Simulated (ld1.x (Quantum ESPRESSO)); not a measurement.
**Ge: one change to an ultrasoft potential, before and after**

Ge, ultrasoft, made with ld1.x (Quantum ESPRESSO) 7.5 (PBE, non-relativistic). Core [Ar] 3d10, reference 4s2 4p2. Waves: 4s (bound): rcut 1.30, rcutus 1.80 bohr; 4s channel at 0.25 Ry: rcut 1.30, rcutus 1.80 bohr; 4p (bound): rcut 1.65, rcutus 2.10 bohr; 4p channel at 1.4 Ry: rcut 1.65, rcutus 2.10 bohr; 4d channel at 0.35 Ry: rcut 1.80, rcutus 2.05 bohr; 4d channel at 2.35 Ry: rcut 1.80, rcutus 2.05 bohr. Local part: all-electron potential smoothed inside 1.40 bohr (lloc = -2). Core correction: a·sin(br)/r model core inside 1.15 bohr. Augmentation charge: PSQ, radius 1.40 bohr.

All-electron outer shells of the reference configuration (PBE, non-relativistic, ld1.x):

```json
{"shell": "3d", "level (eV)": "-30.15", "outermost node (bohr)": "–", "outermost maximum (bohr)": "0.50"}
{"shell": "4s", "level (eV)": "-11.40", "outermost node (bohr)": "0.78", "outermost maximum (bohr)": "1.77"}
{"shell": "4p", "level (eV)": "-3.93", "outermost node (bohr)": "0.83", "outermost maximum (bohr)": "2.22"}
```

Change: augmentation built from norm-conserving waves at rcut, not smoothed further.

Cutoffs: the cutoffs (Ry, on a coarse ladder) from which the occupation-weighted sum of valence levels, in a spherical-Bessel basis at the reference potential, stays within 10 and 1 mRy of its value at 400 Ry; they do not see the model core or the augmentation charge, which bear on the density cutoff. Errors are all-electron minus pseudo energies relative to the spin-unpolarised reference configuration.

Problem. How do hardness, ghosts and transferability respond?

Solution. The potential gets neither clearly harder nor softer (10 Ry and 15 Ry → 10 Ry and 15 Ry); of the 7 tests that both files solve, the error grows in 2 and shrinks in 0 by more than 15 % and 0.3 meV (median size 27.1 → 27.2 meV); neither file shows a bound ghost.

```csv
quantity,base,changed
"cutoff, loose",10 Ry,10 Ry
"cutoff, tight",15 Ry,15 Ry
bound ghosts,none,none
"error for 4s2 4p1, meV [ΔE 7.48 eV]",-5.2,-4.7
"error for 4s2 4p0, meV [ΔE 22.93 eV]",-47,-42
"error for 4s1 4p0, meV [ΔE 57.17 eV]",-282,-247
"error for 4s0 4p4, meV [ΔE 15.40 eV]",-37,-49
"error for 4s1 4p3, meV [ΔE 7.59 eV]",-9.4,-12
"error for 4s2 4p1.5, meV [ΔE 2.82 eV]",-0.8,-0.7
"error for 4s1 4p2, meV [ΔE 15.77 eV]",-27,-27
s: phases at 2.29 bohr within 0.05 rad from the reference energy up to (Ry; the scan ends near 5),4.6,4.8
p: phases at 2.29 bohr within 0.05 rad from the reference energy up to (Ry; the scan ends near 5),to the end of the scan,to the end of the scan
d: phases at 2.29 bohr within 0.05 rad from the reference energy up to (Ry; the scan ends near 5),to the end of the scan,to the end of the scan
lowest overlap eigenvalue by channel,"s 0.41, p 0.63, d 0.92","s 0.40, p 0.58, d 0.82"
```
